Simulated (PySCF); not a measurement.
# Induced dipoles and field energies

(NaF)3 ring, Na₃F₃.
Cartesian coordinates in Å at the PBE0-D3(BJ)/def2-SVP level; atoms count from 1:
```xyz
6
Na3F3 angstrom
Na     1.6025    1.0838    0.3844
F     -0.1435    1.6056    1.2571
Na    -1.7689    0.4870    0.8278
F     -1.6605   -1.0869   -0.4331
Na     0.1449   -1.5750   -1.2012
F      1.8254   -0.5144   -0.8350
```

Level: PBE0/def2-SVPD (PySCF); nuclei fixed, core orbitals frozen in the response. Permanent dipole (-0.180, -0.032, 0.088) D (1 au = 2.5417 D). Static polarisability (au):

```
x   28.97  0.12 -0.20
y    0.12 28.61  0.54
z   -0.20  0.54 28.29
```

Only the terms in μ and α are kept: μ(F) = μ + αF and ΔE = −μ·F − ½ F·αF.

Problem. What do fields of 0.411 V/Å (0.008 au) along the six axis directions do?

Solution. 
```
field along  induced x (D)  induced y (D)  induced z (D)  total size (D)  −μ·F (kJ/mol)  −½F·αF (kJ/mol)
         +x          0.589          0.002         -0.004           0.419         +1.487           -2.434
         −x         -0.589         -0.002          0.004           0.775         -1.487           -2.434
         +y          0.002          0.582          0.011           0.586         +0.264           -2.404
         −y         -0.002         -0.582         -0.011           0.645         -0.264           -2.404
         +z         -0.004          0.011          0.575           0.689         -0.727           -2.377
         −z          0.004         -0.011         -0.575           0.520         +0.727           -2.377
```

Problem. For the field (0.0064, 0.0016, -0.0048) au, what is the induced dipole, and what angle does it make with the field?

Solution. αF = (0.474, 0.112, -0.346) D, at 0.9° to the field. The polarisability along this direction, F·αF/F², is 28.82 au, against a mean of 28.62 au.

Problem. At what field along the permanent dipole would the induced dipole along it equal the permanent one, in this linear picture?

Solution. The polarisability along the dipole is 28.95 au, so F = 0.0798 au / 28.95 au = 0.0028 au = 0.14 V/Å; higher-order terms are ignored.

Problem. What field makes μF equal to kT at 400 K?

Solution. kT = 1.2667 × 10⁻³ Eh, so F = 0.0159 au = 81.6 MV/cm.

Problem. A unit point charge sits 6 Å away. Estimate the induction energy −αe²/2R⁴ with the mean polarisability, treating the molecule as a point.

Solution. R = 11.34 bohr, so the energy is −28.6/(2 × 11.34⁴) Eh = -2.27 kJ/mol. The charge–dipole term at its most favourable orientation, −μe/R², is -1.63 kJ/mol.

Geometry: PBE0-D3(BJ)/def2-SVP, one conformer, isolated molecule.
